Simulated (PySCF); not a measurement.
CH3AlF2 (SMILES [CH3][Al]([F])[F]), singlet, at a GFN2-xTB geometry (such geometries of metal compounds can be far from the true shape); DF-B3LYP/6-311G** run with PySCF.

Here is a job for PySCF.
```python
from pyscf import gto, scf, dft

mol = gto.M(
    atom='''
Al    0.05180306    0.04011766    0.00222470
C    -1.50805595   -1.16573156   -0.06233932
H    -1.30669362   -2.03874718   -0.68318980
H    -2.37664668   -0.64890162   -0.46820696
H    -1.76055472   -1.53755322    0.93063349
F     0.01100760    1.60162551   -0.52911869
F     1.52441362   -0.41295198    0.59199405
''',
    basis='6-311g**',
    verbose=4,
)

mf = dft.RKS(mol)
mf.xc = 'b3lyp'
mf.diis_space = 12
mf = mf.density_fit(auxbasis='def2-universal-jkfit')
mf.kernel()
```

The log (banner, timings and long lists left out):

```
PySCF version 2.14.0

[INPUT] verbose = 4
[INPUT] num. atoms = 7
[INPUT] num. electrons = 40
[INPUT] charge = 0
[INPUT] spin (= nelec alpha-beta = 2S) = 0
[INPUT] symmetry False subgroup None
[INPUT] Mole.unit = angstrom
[INPUT] Symbol           X                Y                Z      unit          X                Y                Z       unit  Magmom
[INPUT]  1 Al     0.051803060000   0.040117660000   0.002224700000 AA    0.097893595814   0.075811390158   0.004204073709 Bohr   0.0
[INPUT]  2 C     -1.508055950000  -1.165731560000  -0.062339320000 AA   -2.849812726021  -2.202913383162  -0.117804241592 Bohr   0.0
[INPUT]  3 H     -1.306693620000  -2.038747180000  -0.683189800000 AA   -2.469293070516  -3.852673807429  -1.291041613096 Bohr   0.0
[INPUT]  4 H     -2.376646680000  -0.648901620000  -0.468206960000 AA   -4.491211320057  -1.226246343587  -0.884782924015 Bohr   0.0
[INPUT]  5 H     -1.760554720000  -1.537553220000   0.930633490000 AA   -3.326966248110  -2.905554487743   1.758642418448 Bohr   0.0
[INPUT]  6 F      0.011007600000   1.601625510000  -0.529118690000 AA    0.020801349289   3.026633568017  -0.999889411489 Bohr   0.0
[INPUT]  7 F      1.524413620000  -0.412951980000   0.591994050000 AA    2.880724242357  -0.780366144797   1.118706621872 Bohr   0.0

nuclear repulsion = 154.893435155288
number of shells = 48
number of NR pGTOs = 162
number of NR cGTOs = 98
basis = 6-311g**
ecp = {}

******** <class 'pyscf.df.df_jk.DFRKS'> ********
method = DFRKS
initial guess = minao
damping factor = 0
level_shift factor = 0
DIIS = <class 'pyscf.scf.diis.CDIIS'>
diis_start_cycle = 1
diis_space = 12
diis_damp = 0
SCF conv_tol = 1e-09
SCF conv_tol_grad = None
SCF max_cycles = 50
direct_scf = False
XC library pyscf.dft.libxc version 7.1.2
    S. Lehtola, C. Steigemann, M. J. T. Oliveira, and M. A. L. Marques,  SoftwareX 7, 1–5 (2018)
XC functionals = b3lyp
    P. J. Stephens, F. J. Devlin, C. F. Chabalowski, and M. J. Frisch,  J. Phys. Chem. 98, 11623 (1994)
radial grids:
    Treutler-Ahlrichs [JCP 102, 346 (1995); DOI:10.1063/1.469408] (M4) radial grids

becke partition: Becke, JCP 88, 2547 (1988); DOI:10.1063/1.454033
pruning grids: <function nwchem_prune>
grids dens level: 3
symmetrized grids: False
atomic radii adjust function: <function treutler_atomic_radii_adjust>
small_rho_cutoff = 0
Set gradient conv threshold to 3.16228e-05
Initial guess from minao.
tot grids = 91248
******** <class 'pyscf.df.df.DF'> ********
auxbasis = def2-universal-jkfit
init E= -482.212791901326
  HOMO = -0.373093804501288  LUMO = -0.0814540515693438  gap/eV = 7.93592
cycle= 1 E= -482.126408997106  delta_E= 0.0864  |g|= 0.966  |ddm|= 2.05
  HOMO = -0.232219566471392  LUMO = -0.00529991090007491  gap/eV = 6.17480
cycle= 2 E= -481.844085128343  delta_E= 0.282  |g|= 1.69  |ddm|= 1.36
  HOMO = -0.319642354059219  LUMO = -0.0248939766941037  gap/eV = 8.02051
cycle= 3 E= -482.281319598385  delta_E= -0.437  |g|= 0.114  |ddm|= 0.867
  HOMO = -0.338623133541565  LUMO = -0.028924390844945  gap/eV = 8.42733
cycle= 4 E= -482.284023720068  delta_E= -0.0027  |g|= 0.0466  |ddm|= 0.104
  HOMO = -0.332670878844553  LUMO = -0.0271755407482388  gap/eV = 8.31295
cycle= 5 E= -482.284535526012  delta_E= -0.000512  |g|= 0.00329  |ddm|= 0.028
  HOMO = -0.332503693536744  LUMO = -0.0271140038272826  gap/eV = 8.31008
cycle= 6 E= -482.284537319622  delta_E= -1.79e-06  |g|= 0.000332  |ddm|= 0.00193
  HOMO = -0.332504160839612  LUMO = -0.0271217831231311  gap/eV = 8.30988
cycle= 7 E= -482.284537327992  delta_E= -8.37e-09  |g|= 0.000213  |ddm|= 0.000254
  HOMO = -0.33250631099051  LUMO = -0.0271218623119291  gap/eV = 8.30993
cycle= 8 E= -482.284537333948  delta_E= -5.96e-09  |g|= 6.3e-05  |ddm|= 0.000117
  HOMO = -0.332508138161735  LUMO = -0.0271217706272062  gap/eV = 8.30999
cycle= 9 E= -482.284537334521  delta_E= -5.73e-10  |g|= 5.22e-06  |ddm|= 3.15e-05
  HOMO = -0.332507842695065  LUMO = -0.0271217880637562  gap/eV = 8.30998
Extra cycle  E= -482.284537334517  delta_E= 3.75e-12  |g|= 6.78e-06  |ddm|= 6.67e-06
converged SCF energy = -482.284537334517
```
